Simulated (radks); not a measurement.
Spherical jellium clusters: N electrons in a uniform positive sphere of charge N and radius rs N^(1/3), rs = 4.99 bohr. Calculated with a radial shooting solver with Libxc functionals: non-relativistic Kohn-Sham, LDA (Slater exchange, Perdew-Wang correlation), spin-polarised, spherical densities. Levels are named by radial order and angular momentum (1s, 1p, 1d, 2s, ...), and open shells are averaged over m.

N = 14, configuration 1s2 1p6 1d(up 5, down 1). This is the lowest configuration that the search found. Occupied and some empty levels:

level    occupation  eigenvalue (eV)  <r> (bohr)
1s up             1          -3.9252       7.668
1s down           1          -3.6981       7.341
1p up             3          -3.3271       8.969
1p down           3          -3.0453       8.916
1d up             5          -2.5530       9.938
1d down           1          -2.2620       10.03
2s up             0          -2.1163       8.271
2s down           0          -1.9863       8.485
1f up             0          -1.6479       10.85
1f down           0          -1.3734       11.05
2p up             0          -1.1541       10.54
2p down           0          -1.0146       10.76

Energy (eV): total -25.0141, kinetic 16.929, external -527.59, Hartree 262.09, exchange-correlation -42.527, background 266.08.

Electron density:

r (bohr)  n(r) (e/bohr^3)
0.382           0.0009494
1.34             0.001022
2.30             0.001175
3.26             0.001399
4.22             0.001677
5.18             0.001975
6.14             0.002240
7.10             0.002399
8.05             0.002375
9.01             0.002124
9.97             0.001678
10.9             0.001152
11.9            0.0006823
12.8            0.0003564
13.8            0.0001704
14.8           0.00007650
15.7           0.00003287
16.7           0.00001368
17.6            5.582e-06
18.6            2.242e-06
